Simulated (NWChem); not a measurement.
System: Si2H5O2F; SMILES O[Si](O)(F)[SiH3]

NWChem input:

```
start job
memory heap 200 mb stack 900 mb global 1100 mb
geometry units angstroms noautosym nocenter noautoz
  O     -1.552070    -0.844007    -0.441536
  Si    -0.021319    -0.406514    -0.021973
  O      0.321801    -1.134549     1.428899
  F      1.061741    -0.972417    -1.086635
  Si     0.083079     1.922247     0.002921
  H     -1.811721    -1.747842    -0.205771
  H      1.254293    -1.320179     1.609603
  H      1.460444     2.354325     0.370827
  H     -0.249985     2.488753    -1.331344
  H     -0.864766     2.461337     1.014248
end
basis spherical
  * library 6-31g*
end
dft
  xc m06-2x
  iterations 150
end
cosmo
  do_cosmo_smd true
  solvent octanol
end
task dft energy
```

Output (shortened):

```
             Northwest Computational Chemistry Package (NWChem) 7.3.0
             --------------------------------------------------------

                             Geometry "geometry" -> ""
                             -------------------------

 Output coordinates in angstroms (scale by  1.889725989 to convert to a.u.)

  No.       Tag          Charge          X              Y              Z
 ---- ---------------- ---------- -------------- -------------- --------------
    1 O                    8.0000    -1.55207000    -0.84400700    -0.44153600
    2 Si                  14.0000    -0.02131900    -0.40651400    -0.02197300
    3 O                    8.0000     0.32180100    -1.13454900     1.42889900
    4 F                    9.0000     1.06174100    -0.97241700    -1.08663500
    5 Si                  14.0000     0.08307900     1.92224700     0.00292100
    6 H                    1.0000    -1.81172100    -1.74784200    -0.20577100
    7 H                    1.0000     1.25429300    -1.32017900     1.60960300
    8 H                    1.0000     1.46044400     2.35432500     0.37082700
    9 H                    1.0000    -0.24998500     2.48875300    -1.33134400
   10 H                    1.0000    -0.86476600     2.46133700     1.01424800

 Effective nuclear repulsion energy (a.u.)     313.6233555284

                                 NWChem DFT Module
                                 -----------------

 Summary of "ao basis" -> "ao basis" (spherical)
 ------------------------------------------------------------------------------
       Tag                 Description            Shells   Functions and Types
 ---------------- ------------------------------  ------  ---------------------
 O                           6-31g*                  6       14   3s2p1d
 Si                          6-31g*                  8       18   4s3p1d
 F                           6-31g*                  6       14   3s2p1d
 H                           6-31g*                  2        2   2s

 in cosmo_initialize ...
 calling solv_data for solv:octanol

 solvent parameters
 solvname_short: octanol
 solvname_long:  1-octanol
 dielec:        9.8629
 dielecinf:     2.0435
 nonaqueous SMD model solvent descriptors
 dielec:        9.8629
 sola:          0.3700
 solb:          0.4800
 solc:          0.0000
 solg:         39.0100
 solh:          0.0000
 soln:          1.4295

          ---------------
          -cosmo- solvent
          ---------------
 Cosmo: York-Karplus, doi: 10.1021/jp992097l
 dielectric constant -eps-     =   9.86
 screen = (eps-1)/(eps    )    =   0.89861
 surface charge correction     = lagrangian

   van der Waals surface
 --------------------------

 ---------- ATOMIC COORDINATES (A.U.) ------------ VDWR(ANG.) --
     1   -2.93298702   -1.59494196   -0.83438205     1.628
     2   -0.04028707   -0.76820007   -0.04152295     2.470
     3    0.60811571   -2.14398673    2.70022758     1.628
     4    2.00639956   -1.83760168   -2.05344240     1.730
     5    0.15699655    3.63252011    0.00551989     2.470
     6   -3.42365626   -3.30294245   -0.38885081     1.200
     7    2.37027008   -2.49477657    3.04170862     1.200
     8    2.75983898    4.44902914    0.70076142     1.200
     9   -0.47240315    4.70306122   -2.51587536     1.200
    10   -1.63417078    4.65125250    1.91665080     1.200
 number of segments per atom =        128
 number of   points per atom =        128
 atom (   nspa,  nppa )
 ----------------------
    1 (     50,     0 )       0
    2 (     52,     0 )       0
    3 (     49,     0 )       0
    4 (     66,     0 )       0
    5 (     90,     0 )       0
    6 (     57,     0 )       0
    7 (     55,     0 )       0
    8 (     34,     0 )       0
    9 (     34,     0 )       0
   10 (     35,     0 )       0
 number of -cosmo- surface points =      522
 molecular surface =    134.483 angstrom**2
 molecular volume  =    127.633 angstrom**3
 -lineq- algorithm             =   0
 -bem- low  level              =   3
 -bem- from -octahedral-
 gaussian surface charge width =   4.50000
 degree of switching           =   1.00000
 switching function tolerance  =   0.00010
 atomic radii =
 --------------
    1  8.000  1.628
    2 14.000  2.470
    3  8.000  1.628
    4  9.000  1.730
    5 14.000  2.470
    6  1.000  1.200
    7  1.000  1.200
    8  1.000  1.200
    9  1.000  1.200
   10  1.000  1.200
 ...... end of -cosmo- initialization ......

 nat:                    10
 ixmem:                  5529
 calling mnsol_interface()
 G(SMD-CDS) energy (kcal/mol)  =     1.231
 SMD-CDS SASA (angstrom**2)    =   159.639

            General Information
            -------------------
          SCF calculation type: DFT
          Wavefunction type:  closed shell.
          No. of atoms     :    10
          No. of electrons :    58
           Alpha electrons :    29
            Beta electrons :    29
          Charge           :     0
          Spin multiplicity:     1
          Use of symmetry is: off; symmetry adaption is: off
          Maximum number of iterations: 150
          AO basis - number of functions:    88
                     number of shells:    44
          Convergence on energy requested:  1.00D-06
          Convergence on density requested:  1.00D-05
          Convergence on gradient requested:  5.00D-04

              XC Information
              --------------
                       M06-2X Method XC Functional
                     Hartree-Fock (Exact) Exchange  0.540
                        M06-2X Exchange Functional  1.000
                      M06-2X Correlation Potential  1.000

             Grid Information
             ----------------
          Grid used for XC integration:  medium
          Radial quadrature: Mura-Knowles
          Angular quadrature: Lebedev.
          Tag              B.-S. Rad. Rad. Pts. Rad. Cut. Ang. Pts.
          ---              ---------- --------- --------- ---------
          O                   0.60       49          11.0       434
          Si                  1.10       88          10.0       590
          F                   0.50       49          11.0       434
          H                   0.35       45          12.0       434
          Grid pruning is: on
          Number of quadrature shells:   548
          Spatial weights used:  Erf1

      Superposition of Atomic Density Guess
      -------------------------------------

 Sum of atomic energies:        -829.00681422

      Non-variational initial energy
      ------------------------------

 Total energy =    -830.348055
 1-e energy   =   -1773.490530
 2-e energy   =     629.519119
 HOMO         =      -0.349772
 LUMO         =       0.055856

   convergence    iter        energy       DeltaE   RMS-Dens  Diis-err
 ---------------- ----- ----------------- --------- --------- ---------
     COSMO gas phase
 d= 0,ls=0.0,diis     1   -832.1242524954 -1.15D+03  1.41D-02  1.03D+00
 d= 0,ls=0.0,diis     2   -832.1419443715 -1.77D-02  6.00D-03  1.11D+00
 d= 0,ls=0.0,diis     3   -832.2390705848 -9.71D-02  6.72D-04  6.19D-03
 d= 0,ls=0.0,diis     4   -832.2397074282 -6.37D-04  1.95D-04  3.49D-04
 d= 0,ls=0.0,diis     5   -832.2397397158 -3.23D-05  7.30D-05  1.17D-04
  Resetting Diis
 d= 0,ls=0.0,diis     6   -832.2397498744 -1.02D-05  1.94D-05  4.41D-06
 d= 0,ls=0.0,diis     7   -832.2397503852 -5.11D-07  5.66D-06  9.08D-08

   convergence    iter        energy       DeltaE   RMS-Dens  Diis-err
 ---------------- ----- ----------------- --------- --------- ---------
     COSMO solvation phase
 d= 0,ls=0.0,diis     1   -832.2519809452 -1.22D-02  1.22D-03  5.15D-03
 d= 0,ls=0.0,diis     2   -832.2531384747 -1.16D-03  2.96D-04  9.48D-04
 d= 0,ls=0.0,diis     3   -832.2532208286 -8.24D-05  1.29D-04  3.09D-04
 d= 0,ls=0.0,diis     4   -832.2532527525 -3.19D-05  3.94D-05  1.89D-05
 d= 0,ls=0.0,diis     5   -832.2532550079 -2.26D-06  8.62D-06  4.92D-07
 d= 0,ls=0.0,diis     6   -832.2532550619 -5.40D-08  2.65D-06  1.93D-07

         Total DFT energy =     -832.253255061891
      One electron energy =    -1777.913676855295
           Coulomb energy =      703.278039981157
    Exchange-Corr. energy =      -71.401138733737
 Nuclear repulsion energy =      313.623355528368

             COSMO energy =        0.160165017617

 Numeric. integr. density =       58.000011982009

                                COSMO-SMD solvation results
                                ---------------------------

             internal energy in gas <Psi(g)|H|Psi(g)> =      -832.239750385152
         internal energy in solvent <Psi(s)|H|Psi(s)> =      -832.238346892182
                               delta internal energy  =         0.001403492969 (    0.88 kcal/mol)
   total free energy in solvent <Psi(s)|H+V/2|Psi(s)> =      -832.255217158278
 polarization energy contribution <Psi(s)|V/2|Psi(s)> =        -0.016870266096 (  -10.59 kcal/mol)
    total free energy in solvent including G(SMD-CDS) =      -832.253255061891
                       G(SMD-CDS) energy contribution =         0.001962096388 (    1.23 kcal/mol)
     1 M fixed-concentration free energy of solvation =        -0.013504676739 (   -8.47 kcal/mol)

                       DFT Final Molecular Orbital Analysis
                       ------------------------------------

 Vector   27  Occ=2.000000D+00  E=-4.068352D-01
              MO Center= -3.9D-01,  2.0D+00,  2.2D-01, r^2= 3.0D+00
   Bfn.  Coefficient  Atom+Function         Bfn.  Coefficient  Atom+Function
  ----- ------------  ---------------      ----- ------------  ---------------
    69      0.331303   5 Si pz               88      0.298056  10 H  s
    87      0.265548  10 H  s                67     -0.215463   5 Si px
    86     -0.184244   9 H  s                85     -0.163347   9 H  s
     5     -0.143724   1 O  pz               65     -0.135676   5 Si pz
     9     -0.111127   1 O  pz               63      0.088338   5 Si px

 Vector   28  Occ=2.000000D+00  E=-4.062511D-01
              MO Center=  4.7D-01,  1.8D+00, -4.6D-02, r^2= 3.4D+00
   Bfn.  Coefficient  Atom+Function         Bfn.  Coefficient  Atom+Function
  ----- ------------  ---------------      ----- ------------  ---------------
    67      0.328120   5 Si px               84      0.290949   8 H  s
    83      0.252276   8 H  s                86     -0.216225   9 H  s
    69      0.210029   5 Si pz               85     -0.182540   9 H  s
    36     -0.145093   3 O  py               63     -0.134511   5 Si px
    40     -0.115376   3 O  py                4      0.097638   1 O  py

 Vector   29  Occ=2.000000D+00  E=-3.506502D-01
              MO Center=  5.9D-02,  6.6D-01,  1.2D-01, r^2= 3.4D+00
   Bfn.  Coefficient  Atom+Function         Bfn.  Coefficient  Atom+Function
  ----- ------------  ---------------      ----- ------------  ---------------
    68      0.414275   5 Si py               22     -0.321450   2 Si py
    36      0.265860   3 O  py               20     -0.222585   2 Si s
    40      0.213047   3 O  py               70     -0.165120   5 Si s
    72      0.162607   5 Si py               64     -0.159258   5 Si py
    50      0.141778   4 F  py               86      0.129198   9 H  s

 Vector   30  Occ=0.000000D+00  E= 5.085534D-02
              MO Center=  3.3D-02,  9.0D-01,  1.2D-01, r^2= 4.8D+00
   Bfn.  Coefficient  Atom+Function         Bfn.  Coefficient  Atom+Function
  ----- ------------  ---------------      ----- ------------  ---------------
    86      0.747600   9 H  s                73      0.721129   5 Si pz
    84     -0.549029   8 H  s                71      0.439814   5 Si px
    27      0.362288   2 Si pz               38     -0.340029   3 O  s
     6      0.289209   1 O  s                25      0.208072   2 Si px
    23      0.201877   2 Si pz               69      0.189075   5 Si pz

 Vector   31  Occ=0.000000D+00  E= 5.517583D-02
              MO Center=  4.8D-02,  1.0D+00, -8.5D-02, r^2= 4.6D+00
   Bfn.  Coefficient  Atom+Function         Bfn.  Coefficient  Atom+Function
  ----- ------------  ---------------      ----- ------------  ---------------
    88      0.782078  10 H  s                71      0.735623   5 Si px
    84     -0.543962   8 H  s                73     -0.479583   5 Si pz
    25      0.379337   2 Si px                6      0.279822   1 O  s
    52     -0.233240   4 F  s                86     -0.233293   9 H  s
    67      0.199489   5 Si px               21      0.191425   2 Si px

 Vector   32  Occ=0.000000D+00  E= 7.755698D-02
              MO Center=  1.8D-02,  1.6D+00,  2.7D-02, r^2= 6.2D+00
   Bfn.  Coefficient  Atom+Function         Bfn.  Coefficient  Atom+Function
  ----- ------------  ---------------      ----- ------------  ---------------
    24      1.595234   2 Si s                72      1.412121   5 Si py
    70     -0.503436   5 Si s                26      0.456920   2 Si py
     6     -0.417115   1 O  s                38     -0.323376   3 O  s
    20      0.290016   2 Si s                22      0.286806   2 Si py
    80      0.276206   6 H  s                66     -0.228158   5 Si s

     Multipole analysis of the density
     ---------------------------------

     L   x y z        total         alpha         beta         nuclear
     -   - - -        -----         -----         ----         -------
     0   0 0 0     -0.000000    -29.000000    -29.000000     58.000000

     1   1 0 0      0.413837     -0.139300     -0.139300      0.692437
     1   0 1 0     -0.395054     -1.025657     -1.025657      1.656260
     1   0 0 1      0.503554      0.903710      0.903710     -1.303866

     2   2 0 0    -31.107189    -83.666734    -83.666734    136.226279
     2   1 1 0      1.267896     -4.405401     -4.405401     10.078698
     2   1 0 1      2.443936     -0.878484     -0.878484      4.200903
     2   0 2 0    -29.910045   -195.550011   -195.550011    361.189977
     2   0 1 1     -1.015151      3.034191      3.034191     -7.083532
     2   0 0 2    -34.557261    -78.164139    -78.164139    121.771017
```

Level: M06-2X/6-31G* (spherical d), SMD on the gas-phase geometry. Coordinates come from a B3LYP/6-31G* (spherical d) optimisation. Solvent: 1-octanol.
